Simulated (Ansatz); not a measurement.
C$_{2}$H$_{6}$BrFGaN (`C[N](C)[Ga]([F])[Br]`) at its PBE0-D4/def2-TZVP geometry, where that method's forces vanish. The species carries charge 0 and has multiplicity 1.

```xyz
12

C     0.6681    0.5756    1.1169
N    -0.0116   -0.0105   -0.0104
C    -1.1878   -0.7737    0.3320
Ga    0.5363    0.1812   -1.7086
F    -0.4030   -0.5932   -2.9622
Br    2.3636    1.3587   -2.3341
H     1.0027   -0.1954    1.8242
H     0.0099    1.2639    1.6644
H     1.5463    1.1377    0.7938
H    -1.6530   -1.1915   -0.5623
H    -1.9328   -0.1474    0.8412
H    -0.9386   -1.6053    1.0050
```

Q: What forces (eV/Å) does PBE-D4/def2-TZVPP give on these atoms in Ansatz 0.2.0? (Best estimate.)

A: The calculation gave: 
```
C1   0.080  0.059  0.043
N2  -0.024 -0.008  0.088
C3  -0.085 -0.061 -0.027
Ga4  0.230  0.165  0.076
F5  -0.321 -0.264 -0.416
Br6  0.224  0.145 -0.069
H7   0.070 -0.159  0.157
H8  -0.136  0.145  0.124
H9   0.176  0.114 -0.060
H10 -0.097 -0.085 -0.174
H11 -0.161  0.126  0.113
H12  0.045 -0.177  0.146
```
